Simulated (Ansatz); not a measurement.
`[SiH3][Ge]([Cl])([Cl])[Cl]` + HCl → `[Cl][Ge]([Cl])([Cl])[Cl]` + SiH₄ at 298.15 K and 1 bar (cleavage of the Ge–Si bond).

Computed with Ansatz on PBE0-D4/def2-TZVP structures; ΔE is electronic, products minus reactants. CCSD(T)/CBS is the MP2 limit (def2-TZVPP, def2-QZVPP) plus CCSD(T) − MP2 in def2-TZVPP, frozen cores. This one scheme is used for every species. For Ge outer-core shells are correlated without core-valence functions, which leaves a few kJ/mol of doubt a bond. Scalar relativity is left out up to krypton.

```csv
species,CCSD(T)/CBS energy (Eh),H − E (kJ/mol),S (J/(mol·K))
`[SiH3][Ge]([Cl])([Cl])[Cl]`,-3746.46107,102.6,394.2
HCl,-460.38127,26.6,186.8
`[Cl][Ge]([Cl])([Cl])[Cl]`,-3915.39126,36.4,348.9
SiH₄,-291.46306,92.1,204.8
```

H − E and S are ideal-gas, rigid-rotor, harmonic terms from PBE0-D4/def2-TZVP. 1 Eh = 2625.50 kJ/mol, R = 8.31446 J/(mol·K).

Q: By hand: ΔE, ΔH, ΔS and ΔG.

A: ΔE = (-3915.39126) + (-291.46306) − (-3746.46107) − (-460.38127) = -0.01198 Eh = -31.5 kJ/mol. Δ(H − E) = 36.4 + 92.1 − 102.6 − 26.6 = -0.7, so ΔH = -32.2 kJ/mol. ΔS = 348.9 + 204.8 − 394.2 − 186.8 = -27.3 J/(mol·K). ΔG = -32.2 − 298.15 × (-27.3)/1000 = -24.1 kJ/mol.

Q: By hand: the equilibrium constant, and the temperature at which ΔG would vanish if ΔH and ΔS stayed fixed.

A: log₁₀ K = −ΔG/(RT ln 10) = 4.2. ΔG = 0 at ΔH/ΔS = 1179 K.

ΔH outweighs TΔS. A doubt of 5 kJ/mol in ΔE shifts log₁₀ K by 0.9 here. These are equilibria of isolated gas molecules and say nothing of rates. Largest T1 diagnostic: 0.011 (customary marks: 0.02 for closed shells, 0.045 for open ones).
